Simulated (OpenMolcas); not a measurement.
## Ni2+: Racah parameters, worked from levels

```
Program             : OpenMolcas 26.06
Basis               : ANO-R2 [6s5p4d2f1g]
Scalar Hamiltonian  : X2C, finite nucleus
Active space        : 8 electrons in 10 orbitals (3d 4d)
State averaging     : 2S+1 = 3 even, 10 roots; 2S+1 = 1 even, 15 roots
Spin-orbit coupling : state interaction with AMFI integrals over the reference wave functions, term energies averaged over their components
```

Methods: CASSCF; SS-CASPT2, IPEA 0.25 Eh, imaginary shift 0.1 Eh (closed shells correlated: 3s 3p). Measured levels: Corliss and Sugar, J. Phys. Chem. Ref. Data 10, 197 (1981).

**Racah parameters.** Above 3F, d8 has 3P at 15B, 1G at 12B + 2C and 1D at 5B + 2C. The first two fix B and C, and the third tests them; where it misses by thousands of cm-1, two parameters do not describe the configuration (Trees and configuration-interaction terms are left out) and B and C hang on the terms chosen. Term energies are centres of gravity, weighted by 2J + 1.

| Source | 3P | 1G | B | C | C/B | 1D from B, C | 1D found |
| --- | --- | --- | --- | --- | --- | --- | --- |
| CASSCF | 19025 | 24801 | 1268 | 4790 | 3.78 | 15920 | 15816 |
| SS-CASPT2 | 16031 | 22578 | 1069 | 4877 | 4.56 | 15099 | 12886 |
| measured | 15836 | 22115 | 1056 | 4723 | 4.47 | 14726 | 13038 |

Energies in cm-1. From CASSCF to SS-CASPT2, B changes by -15.7 % and C by +1.8 %. Against the measured terms, SS-CASPT2 has B off by +1.2 % and C by +3.3 %.

CASPT2 breaks the degeneracy within a term, and the mean is taken; among the terms shown or strongly mixed into the levels shown the widest spread is 630 cm-1 (3d8 1G, SS-CASPT2). Active for correlation alone: 4d; no level in the range computed is led by a configuration that fills it, so any true level of that kind is missing. Without dynamic correlation excited terms often stand tens of per cent too high (terms of higher spin than the ground term too low), and those without a measured partner can miss by more than the paired ones (holds for CASSCF). Measured partners are found by configuration, term and J. A level has none where our copy of the source lacks it or the pairing is in doubt (some pairs that miss far off the trend of their configuration count as doubtful), and it then counts in no deviation. Levels of configurations outside the active space are missing.
